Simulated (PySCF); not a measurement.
Sn(Cl)(OH)3 (ClH₃O₃Sn), SMILES [OH][Sn]([OH])([OH])[Cl]. The structure is a stationary point at B3LYP-D3(BJ)/def2-SVP. The structure was generated by enumeration; whether it is a known compound was not checked. The def2 effective core potentials stand for the cores of Sn; spin–orbit coupling is left out. Other conformers were not sampled.

Give the equilibrium geometry at B3LYP-D3(BJ)/def2-SVP (PySCF confirms it by a frequency run) as bond lengths and angles, and its point group. (The exact figures need the calculation; the answer reports its results.)

This is not unique; one that fits is point group C3.
Atoms: O1 Sn2 O3 O4 Cl5 H6 H7 H8. Bond lengths (Å): O1–Sn2 1.971, O1–H6 0.969, Sn2–O3 1.971, Sn2–O4 1.971, Sn2–Cl5 2.359, O3–H7 0.969, O4–H8 0.969. Bond angles (°): Sn2–O1–H6 111.4, O1–Sn2–O3 109.0, O1–Sn2–O4 109.0, O1–Sn2–Cl5 110.0, O3–Sn2–O4 109.0, O3–Sn2–Cl5 110.0, O4–Sn2–Cl5 110.0, Sn2–O3–H7 111.4, Sn2–O4–H8 111.4.
Charge 0, spin multiplicity 1.
